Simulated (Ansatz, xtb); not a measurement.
System: TiH3, charge 1, multiplicity 1. The spin state was set by rule; other spins were not relaxed. 
Geometry from a B3LYP-D3(BJ)/def2-TZVP (Ansatz, an electronic-structure program) optimisation:
```
Ti
H 1 1.6861
H 1 1.8384 2 97.88
H 3 0.8348 1 76.88 2 -91.85
```
Charge +1, spin multiplicity 1.

Harmonic wavenumbers from GFN2-xTB (xtb, at its own minimum), cm⁻¹: 454, 677, 679, 1328, 1331, 1332.

Problem. Give the harmonic wavenumbers at B3LYP-D3(BJ)/def2-TZVP (Ansatz, finite differences of forces, unscaled).

Solution. 341, 685, 865, 1468, 1812, 3034 cm⁻¹. Zero-point energy 11.7 kcal/mol.

Problem. From these and the geometry, give the ideal-gas thermochemistry at 298.15 K and 1 atm (rigid rotor, harmonic oscillator).

Solution. Point group Cs, rotational symmetry number 1. Rotational constants 166.7, 75.21, 55.85 GHz. S(trans) 37.70, S(rot) 16.78, S(vib) 1.71, S(elec, spin only) 0.00, S 56.2 cal/(mol K). H(298) - H(0) 2.72 kcal/mol; G - E(el) -2.3 kcal/mol.
